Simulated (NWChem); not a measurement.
A series in which one site is exchanged, each optimised at PBE0/def2-SVP with NWChem, gas phase unless a solvent is named. For some, no frequency run checked for a minimum. def2 effective core potentials on Cd, I; no spin-orbit coupling.

A: [Cd]([I])[Cl] (CdICl; site = I)
B: [CdH][Cl] (CdHCl; site = H)
C: [F][Cd][Cl] (CdClF; site = F)
D: [Br][Cd][Cl] (CdBrCl; site = Br)

Task: Rank them by dipole (D), PBE0/def2-SVP, lowest first.

Result: D (0.23), C (0.33), A (0.65), B (2.12)
